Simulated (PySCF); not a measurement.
Predicted microwave data (PBE0-D3(BJ)/def2-SVP geometry optimisation, gas phase in PySCF) for one isomer of C8H9FO:

| Property | Result |
| --- | --- |
| Rotational constants | A = 1825, B = 1267, C = 956.4 MHz |
| Dipole components | \|μa\| = 0.78 D, \|μb\| = 0.85 D, \|μc\| = 0.01 D |
| Inertial defect | -147.35 u·Å² |
| κ | -0.29 |

Problem. Which structure is it? (One computed conformer of each.)
A. `[CH3:1][O:2][CH2:3][c:4]1[cH:5][cH:6][c:7]([F:8])[cH:9][cH:10]1` with C1–O2–C3–C4 -70°, O2–C3–C4–C5 141°
B. `[CH:1]#[C:2][C@@H:3]([CH3:4])[C@:5]1([F:6])[CH:7]=[CH:8][O:9][CH2:10]1` with C2–C3–C5–F6 178°
C. `[OH:1][CH2:2][C@H:3]([F:4])[c:5]1[cH:6][cH:7][cH:8][cH:9][cH:10]1` with H–O1–C2–C3 54°, O1–C2–C3–F4 -57°, C2–C3–C5–C6 95° (PhCHFCH2OH)
D. `[CH3:1][CH2:2][O:3][c:4]1[cH:5][cH:6][cH:7][cH:8][c:9]1[F:10]` with C1–C2–O3–C4 -79°, C2–O3–C4–C5 -5°
E. `[CH3:1][CH2:2][c:3]1[cH:4][cH:5][cH:6][c:7]([OH:8])[c:9]1[F:10]` with C1–C2–C3–C4 -99°, C6–C7–O8–H 180°
F. `[CH3:1][C:2]1([c:3]2[c:4]([F:5])[c:6]2=[O:7])[CH2:8][CH2:9][CH2:10]1` with C1–C2–C3–C4 -2°, C1–C2–C8–C9 97°, C2–C8–C9–C10 18°, C8–C9–C10–C2 -18°, C1–C2–C10–C9 -97°

Solution. B. It is C#C[C@@H](C)[C@]1(F)C=COC1, an asymmetric top, point group C1. The candidates at the same level (rigid rotor, commonest isotopes):

```
                    SMILES  A (MHz)  B (MHz)  C (MHz)  μa (D)  μb (D)  μc (D)  Δ (u·Å²)  point group                        rotor
              CCOc1ccccc1F     2183     1042    751.8    1.20    2.10    0.04    -44.53           C1               asymmetric top
C#C[C@@H](C)[C@]1(F)C=COC1     1825     1267    956.4    0.78    0.85    0.01   -147.35           C1               asymmetric top
            COCc1ccc(F)cc1     3447    706.4    651.9    0.85    0.84    0.57    -86.81           C1  near-prolate asymmetric top
            CCc1cccc(O)c1F     2027     1174    793.4    0.98    0.11    0.08    -42.79           C1               asymmetric top
       CC1(c2c(F)c2=O)CCC1     2065    954.2    730.2    3.02    2.78    0.01    -82.27      near Cs               asymmetric top
        OC[C@H](F)c1ccccc1     3153    773.3    682.3    1.56    0.15    0.18    -73.14           C1  near-prolate asymmetric top
```

`CCc1cccc(O)c1F` has C 17 % too low; `COCc1ccc(F)cc1` has A 89 % too high; `OC[C@H](F)c1ccccc1` has A 73 % too high; `CCOc1ccccc1F` has C 21 % too low; `CC1(c2c(F)c2=O)CCC1` has B 25 % too low. No structure here is proved a minimum.
